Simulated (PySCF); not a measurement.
## Working out the excitation energy of Mg

Mg [Ne] 3s2 (1S) → Mg [Ne] 3s1 3p1 (3P). Computed with PySCF 2.14 in aug-cc-pVDZ-DK, with scalar relativity by spin-free X2C-1e. Frozen: [Ne]. Energies in hartree (1 hartree = 27.21139 eV):

```
            part   Mg (lower)   Mg (upper)
             UHF  -199.914227  -199.847538
CCSD correlation    -0.032898    -0.004045
             (T)     0.000000     0.000000
```

Task: What does Hartree-Fock give?

Result: (-199.847538) − (-199.914227) = 0.066689 hartree = 1.815 eV.

Task: What do CCSD and CCSD(T) give?

Result: The CCSD correlation energies differ by 0.028853 hartree = 0.785 eV and the triples by 0.000000 hartree = 0.000 eV, so CCSD gives 2.600 eV and CCSD(T) 2.600 eV.

Measured between the centres of the two terms (NIST): 2.714 eV, so CCSD(T) (valence) is off by -0.114 eV.

A double-zeta basis recovers only part of the correlation energy.

What remains against the reference includes basis incompleteness, the frozen core and higher excitations.
